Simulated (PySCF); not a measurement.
# From computed data to an observable: chemical shift, span and skew from a shielding tensor

CH₄F₂OSi, SMILES CO[SiH](F)F. Atoms are numbered in the order given.

```xyz
9

Si     0.5671     0.4105     0.0000
F      1.0185    -0.4606    -1.2807
F      1.0185    -0.4606     1.2807
O     -1.0466     0.6344     0.0000
C     -2.0347    -0.3840     0.0000
H      1.2339     1.7164     0.0000
H     -1.9511    -1.0203    -0.8975
H     -3.0232     0.0966     0.0000
H     -1.9511    -1.0203     0.8975
```
Charge 0, spin multiplicity 1.

Geometry optimised at r2SCAN-D4/def2-SVP. The values are those of a single conformer.

GIAO shieldings from B3LYP/pcSseg-1 run with PySCF, non-relativistic, no solvent. The symmetric part of the tensor of Si1 has the principal values 388.1, 397.5, 431.4 ppm. The same nucleus in TMS has σ = 338.7 ppm at this level (PySCF, at its B3LYP-D3(BJ)/def2-TZVP geometry).

Problem. Work out the isotropic shielding, the ²⁹Si shift against TMS, the span and the skew.

Solution. 
σ(iso) = (σ11 + σ22 + σ33)/3 = 405.7 ppm. δ = σ(ref) − σ(iso) = 338.7 − (405.7) = -67.0 ppm.
Span Ω = σ33 − σ11 = 43.3 ppm. Skew κ = 3(σ(iso) − σ22)/Ω = 0.57. Tumbling in solution averages the tensor to δ; in a static solid the shielding alone would spread this spin-1/2 line over Ω.
